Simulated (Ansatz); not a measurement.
Consider the formal hydrolysis of the In–S bond: `[F][In]([SH])[SH]` + H₂O → `[OH][In]([F])[SH]` + H₂S.

Isolated molecules relaxed with PBE0-D4/def2-TZVP in Ansatz; ΔE leaves out vibrations. CBS: MP2 limit from def2 TZ/QZ plus the TZ coupled-cluster correction, frozen cores. This one scheme is used for every species. Functionals use def2-TZVPP. B3LYP here is the variant with VWN-RPA as its local correlation; programs differ in this. Elements past krypton have def2 core potentials. For In outer-core shells are correlated without core-valence functions, which leaves a few kJ/mol of doubt a bond. Each species was taken in one conformer, which may not be the lowest.

`[F][In]([SH])[SH]`:

Z-matrix (Å, degrees):
```
In
S 1 2.360
S 1 2.357 2 131.6
F 1 1.946 2 113.6 3 -179.9
H 2 1.345 1 91.3 3 180.0
H 3 1.344 1 92.9 2 0.3
```

H₂O:

Cartesian coordinates in Å:
```
O 0.366 0.132 0.018
H 0.055 -0.755 0.211
H -0.421 0.623 -0.229
```

`[OH][In]([F])[SH]`:

```xyz
6

O    -1.698   -1.109    0.291
In   -0.065   -0.056    0.018
F     1.512   -0.919    0.778
S     0.218    2.009   -1.055
H    -1.507   -1.921    0.770
H     1.540    1.995   -0.803
```

H₂S:

```xyz
3

S     0.347    0.100    0.504
H     0.205   -0.936   -0.336
H    -0.551    0.836   -0.167
```

(1) Is it downhill or uphill in electronic energy at CCSD(T)/CBS, and by how much? (Estimate.)

(2) What do these levels give: r2SCAN-D4, B3LYP-D4, B3LYP, HF/def2-TZVPP, HF/def2-QZVPP, MP2/CBS(def2)? (Best estimate.)

Largest T1 diagnostic among the species: 0.016.

Results:

(1) The calculation gave: Uphill: ΔE = +15.6 kcal/mol.

(2) Computed: r2SCAN-D4 15.4, B3LYP-D4 15.3, B3LYP 14.5, HF/def2-TZVPP 15.9, HF/def2-QZVPP 15.7, MP2/CBS(def2) 16.4 kcal/mol.

The D4 term adds +0.8 kcal/mol with B3LYP and +0.5 kcal/mol with PBE0; it sums over pairs of atoms, weighted by their polarisabilities, and B3LYP, whose exchange is more repulsive, gets the larger term. From PBE to PBE0 (25 % exact exchange), in def2-TZVPP and without D4, ΔE moves by +1.6 kcal/mol.
